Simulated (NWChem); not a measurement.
Species: WOF3 cation; SMILES [O]=[W+]([F])([F])[F]

Program: NWChem. The geometry was optimised at PBE0/def2-SVP. The spin multiplicity was typed, not searched, and may not be the lowest. def2 effective core potentials on W; no spin-orbit coupling. Field at 589 nm.

For level B3LYP/def2-SVPD:

* **isotropic polarisability (bohr³)**: 35.2

Task: How do the values read with level B3LYP/def2-SVP instead?

Result: 
| Item | Result |
|---|---|
| isotropic polarisability (bohr³) | 30.0 |
